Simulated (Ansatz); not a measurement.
Ga₃N₃⁻. Total charge -1; doublet. Geometry B3LYP-D4/def2-SVP, that of the neutral singlet; atoms count from 1.

```xyz
6

Ga   -1.225   -0.337   -0.802
Ga    1.231   -0.854   -0.114
Ga   -0.006    1.191    0.917
N     0.008   -1.610   -1.240
N     1.657    0.455    1.085
N    -1.665    1.155    0.155
```

The structure comes from a short search, and lower isomers may exist.

(1) Estimate the Mulliken populations from the PBE0/def2-TZVPD orbitals of Ansatz.

(2) Where does the spin sit?

(3) And the Mayer bond orders between heavy atoms (over 0.3)?

## Answers

(1) 
```csv
atom,charge (e),spin (α − β)
Ga1,0.08,0.37
Ga2,0.08,0.37
Ga3,0.08,0.37
N4,-0.41,-0.04
N5,-0.41,-0.04
N6,-0.41,-0.04
```
Mulliken values depend strongly on the basis. With diffuse functions, as here, like atoms can get unlike values, and bond orders can come out too low or too high.

(2) Summed by element: Ga 1.11, N -0.11, of 1 unpaired in all. Largest on single atoms: Ga1 0.37, Ga3 0.37, Ga2 0.37.

(3) Ga1–Ga2 0.43 (2.60 Å); Ga1–Ga3 0.43 (2.60 Å); Ga1–N4 1.31 (1.83 Å); Ga1–N6 1.31 (1.83 Å); Ga2–Ga3 0.43 (2.60 Å); Ga2–N4 1.31 (1.83 Å); Ga2–N5 1.31 (1.83 Å); Ga3–N5 1.31 (1.83 Å); Ga3–N6 1.31 (1.83 Å).
